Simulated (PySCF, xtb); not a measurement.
HIMgS, SMILES [Mg]([SH])[I]. The values are those of a single conformer.

Harmonic wavenumbers (cm⁻¹) from GFN2-xTB (xtb) at its own minimum, in rising order: 46, 81, 229, 438, 503, 2435.

What does B3LYP-D3(BJ)/def2-TZVP (PySCF) give at its own minimum? (Estimate from the structure and the level; the computed values follow.)

85, 93, 210, 507, 550, 2656. Paired by order, the mean absolute difference is 68 cm⁻¹ and the zero-point energies are 5.3 and 5.9 kcal/mol.
